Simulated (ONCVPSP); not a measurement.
## Dy (Z = 66): variants of one ONCV potential

Base potential:

- Element: Dy
- Generator: ONCVPSP 4.0.1
- Type: optimised norm-conserving Vanderbilt (ONCV)
- Functional: LDA (Perdew-Wang 92)
- Relativity: scalar-relativistic
- Frozen core: [Xe] 4f9
- Valence charge: 3
- Reference configuration: 5d1 6s1.75 6p0.25
- Partial waves: 6s: rc 2.80 bohr, ncon 4, nbas 8, qcut 1.9 1/bohr, 1 projector; 6p: rc 4.00 bohr, ncon 4, nbas 8, qcut 2.2 1/bohr, 2 projectors, debl 1.4 Ha; 5d: rc 3.50 bohr, ncon 4, nbas 9, qcut 5.3 1/bohr, 1 projector; f scattering state at 0.19 Ha: rc 4.15 bohr, ncon 4, nbas 8, qcut 2.6 1/bohr, 2 projectors, debl 4 Ha
- Local potential: polynomial inside 2.10 bohr (lpopt 5, dvloc0 3 Ha)
- Core correction: Teter function, fcfact 2.5, rcfact 1.05

All-electron outer shells of the reference configuration (LDA (PZ), scalar-relativistic, ld1.x):

| shell | level (eV) | outermost node (bohr) | outermost maximum (bohr) |
| --- | --- | --- | --- |
| 5p | -28.97 | 0.67 | 1.30 |
| 4f | -9.74 | – | 0.53 |
| 6s | -4.63 | 1.54 | 3.23 |
| 5d | -2.76 | 0.76 | 1.94 |
| 6p | -1.57 | 1.86 | 4.47 |

Cutoffs, loose and tight: the cutoffs (Ha) at which the residual kinetic energy of the hardest occupied pseudo-wave falls to 1 and 0.1 mHa per electron. They do not see the model core or the augmentation charge, which bear on the density cutoff. Test errors are all-electron minus pseudo excitation energies from the reference, over the configurations 5d1 6s2 6p0; 5d1 6s1 6p0; 5d1 6s0 6p0; 5d0 6s2 6p0. A dash means not determined; rows that change the core or the reference have their own tests. The largest error is taken over the tests solved by every variant that gives reliable tests at all: 5d1 6s0 6p0; 5d1 6s1 6p0; 5d1 6s2 6p0.

```tsv
change	outcome	cutoff, loose	cutoff, tight	bound ghosts	GHOST(+) flags above zero	largest test error (meV)
base	generated	7.4 Ha	9.0 Ha	none	s	+109
core correction Teter function, fcfact 2.5, rcfact 1	generated	7.4 Ha	9.0 Ha	none	s	+117
core correction Teter function, fcfact 2.5, rcfact 1.1	generated	7.4 Ha	9.0 Ha	none	s	+97
core correction Teter function, fcfact 2.5, rcfact 1.32	generated	7.4 Ha	9.0 Ha	none	s	+5.7
core correction Teter function, fcfact 2.5, rcfact 1.44	generated	7.4 Ha	9.0 Ha	none	s	-73
core correction Teter function, fcfact 2.5, rcfact 1.58	generated	7.4 Ha	9.0 Ha	none	s	-185
core correction Teter function, fcfact 2.5, rcfact 1.76	generated	7.4 Ha	9.0 Ha	none	s	-343
core correction Teter function, fcfact 2.5, rcfact 1.92	generated	7.4 Ha	9.0 Ha	none	s	-482
core correction Teter function, fcfact 2.5, rcfact 2.02	generated	7.4 Ha	9.0 Ha	none	s	-558
```

Reading the sweep of the rcfact (base included, trends over the rows without a ghost): The loose cutoff stays near 7.4 Ha.
